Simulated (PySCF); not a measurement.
Ta(O)(OH)2(NH2) (H4NO3Ta), SMILES [NH2][Ta](=[O])([OH])[OH], multiplicity 1. Atoms are numbered in the order given.

```xyz
9

Ta     0.0186    -0.0255     0.0000
O     -0.0811    -1.7572     0.0000
O      0.9259     0.6216     1.5693
H      1.2576     0.2168     2.3779
O      0.9259     0.6216    -1.5693
H      1.2576     0.2168    -2.3779
N     -1.8804     0.5758     0.0000
H     -2.6924    -0.0372     0.0000
H     -2.1823     1.5490     0.0000
```
Charge 0, spin multiplicity 1.

Coordinates come from a B3LYP-D3(BJ)/def2-SVP optimisation. The multiplicity is an assumed one; other spin states were not compared. The def2 effective core potentials stand for the cores of Ta; spin–orbit coupling is left out. The values are those of a single conformer.

Method: TDDFT-PBE/def2-SVPD (PySCF).

Vertical excitations. Gas-phase values at a fixed geometry. State labels are in the subgroup Cs.

Computed lowest excited states:
```csv
state,symmetry,energy (eV),λ (nm),f,main pairs
S1,A",5.16,240,0.005,HOMO→LUMO 99 %
S2,A",5.49,226,0.013,HOMO→LUMO+1 100 %
S3,A',5.90,210,0.032,"HOMO→LUMO+2 68 %, HOMO→LUMO+3 28 %"
S4,A',6.33,196,0.051,"HOMO→LUMO+3 65 %, HOMO→LUMO+2 17 %, HOMO→LUMO+7 12 %"
S5,A",6.34,196,0.000,HOMO−1→LUMO 92 %
S6,A',6.41,193,0.003,"HOMO−2→LUMO 80 %, HOMO−3→LUMO 16 %"
S7,A",6.41,193,0.000,HOMO→LUMO+4 97 %
S8,A",6.59,188,0.006,HOMO−4→LUMO 74 %
S9,A',6.60,188,0.003,"HOMO−3→LUMO 51 %, HOMO−1→LUMO+2 22 %, HOMO−2→LUMO 14 %"
S10,A",6.63,187,0.009,HOMO−1→LUMO+1 94 %
T1,A",5.03,246,0,HOMO→LUMO 100 %
T2,A',5.16,240,0,HOMO→LUMO+2 96 %
T3,A",5.34,232,0,HOMO→LUMO+1 99 %
T4,A',5.81,213,0,"HOMO−3→LUMO 58 %, HOMO−2→LUMO 27 %"
```
Triplets are in the Tamm–Dancoff approximation, which puts them higher than full response would, so one can lie above its singlet here.
